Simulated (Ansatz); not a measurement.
An input meant for LaCl₃ (charge 0, singlet; atoms displaced at random, 0.15 Å in each coordinate).

```yaml
crystal:
  periodic: [false, false, false]
  atoms:
    - {symbol: La, position_ang: [0.064752, 0.175871, 0.370784]}
    - {symbol: Cl, position_ang: [2.570537, 0.094887, 0.006392]}
    - {symbol: Cl, position_ang: [-1.029014, 2.207458, -0.216336]}
    - {symbol: Cl, position_ang: [-1.255564, -2.014326, -0.054550]}
basis:
  gaussian: {orbitals: def2-mTZVPP, fitting: {mean_field: def2-universal-jkfit}, nuclear_model: gaussian}
magnetization: {spin_polarized: true, initial_magnetization: 0}
hamiltonian: {xc: {name: HF}}
correlation: {method: mp2, frozen_orbitals: {La: 9}}
scf: {omitted_lower_state_checks: [starts]}
```

```sh
$ ansatz run in.yaml --threads 4 --pin off --events-out ev --progress --plain --max-ram 3916MiB
```

Q: Predict how Ansatz answers.

A: The program refused the input. Frozen orbitals are typed for one element alone, and the program wants a count for each (the count typed has to fit that element's core, too).
```
Functional definition: HF
  name "HF"
  cite "Fock, Z. Phys. 61, 126 (1930) doi:10.1007/BF01340294"
  parent pbe
  exchange = exact_x
  correlation = 0
these checks for a lower state are left out or cut short: starts
Error: "frozen_orbitals" has no count for Cl
```
